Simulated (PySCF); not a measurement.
AsH₂, SMILES [AsH2], multiplicity 2. Atoms are numbered in the order given.

```xyz
3

As     0.0000     0.0000     0.0613
H      0.0000    -1.0866    -1.0107
H      0.0000     1.0866    -1.0107
```
Charge 0, spin multiplicity 2.

The structure is a stationary point at PBE0-D3(BJ)/def2-TZVPD. The isomer is the one that the SMILES or the coordinates give; other isomers of the formula were not compared.

These are PBE0-D3(BJ)/def2-TZVPD run with PySCF values and carry that method's errors.

Frequencies are harmonic and unscaled.

| mode | ν (cm⁻¹) | IR (km/mol) | moving atoms (share of kinetic energy) |
|---|---|---|---|
| 1 | 1001 | 19.7 | H 99 % |
| 2 | 2197 | 95.0 | H 99 % |
| 3 | 2209 | 107.9 | H 99 % |
